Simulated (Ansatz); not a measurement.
Mulliken charges of C₄H₂F₄ (`F/C=C(/F)C=C(F)F`) from r2SCAN/def2-TZVPP in Ansatz (PBE0-D4/def2-TZVP geometry).

```json
{"atom": "F1", "x (Å)": "0.021", "y (Å)": "1.428", "z (Å)": "2.070", "charge (e)": "-0.198"}
{"atom": "C2", "x (Å)": "0.521", "y (Å)": "0.221", "z (Å)": "1.791", "charge (e)": "0.089"}
{"atom": "C3", "x (Å)": "0.364", "y (Å)": "-0.315", "z (Å)": "0.583", "charge (e)": "0.184"}
{"atom": "F4", "x (Å)": "0.892", "y (Å)": "-1.528", "z (Å)": "0.379", "charge (e)": "-0.198"}
{"atom": "C5", "x (Å)": "-0.324", "y (Å)": "0.303", "z (Å)": "-0.518", "charge (e)": "-0.227"}
{"atom": "C6", "x (Å)": "-0.490", "y (Å)": "-0.215", "z (Å)": "-1.728", "charge (e)": "0.417"}
{"atom": "F7", "x (Å)": "-1.131", "y (Å)": "0.405", "z (Å)": "-2.689", "charge (e)": "-0.154"}
{"atom": "F8", "x (Å)": "-0.064", "y (Å)": "-1.375", "z (Å)": "-2.146", "charge (e)": "-0.140"}
{"atom": "H9", "x (Å)": "1.042", "y (Å)": "-0.258", "z (Å)": "2.608", "charge (e)": "0.113"}
{"atom": "H10", "x (Å)": "-0.748", "y (Å)": "1.283", "z (Å)": "-0.348", "charge (e)": "0.114"}
```

Question: By hand: the dipole of these point charges (1 e Å = 4.8032 D).

Answer: Σ q r = (0.017, 0.070, 0.148) e Å, of length 0.165 e Å = 0.79 D.

Question: How does the dipole of the full density compare? (Estimate.)

Answer: The calculation gave: (-0.010, 0.081, 0.086) e Å, 0.57 D; the point charges give 1.39 times that, at 21° from its direction.

Point charges leave out the atoms' own dipoles, such as those of lone pairs, and Mulliken's split depends on the basis, so the two needn't agree.
